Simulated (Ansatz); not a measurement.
Q: Name a neutral molecule of B, F, O, Si and H with HOMO energy (B3LYP/def2-TZVPP) between -8.45 and -8.15 eV and HOMO energy (PBE/def2-TZVPP) between -7.40 and -7.10 eV (Ansatz, PBE0-D4/def2-TZVP geometry).

A: `B[Si](O)(O)F` (-8.39 eV, -7.18 eV); `OB(F)[SiH3]` (-8.39 eV, -7.23 eV); `B[SiH2]OBF` (-8.31 eV, -7.24 eV). Other molecules can fit too; these were computed, each in one conformer that needn't be the lowest.

B3LYP here is the variant with VWN-RPA as its local correlation; programs differ in this.
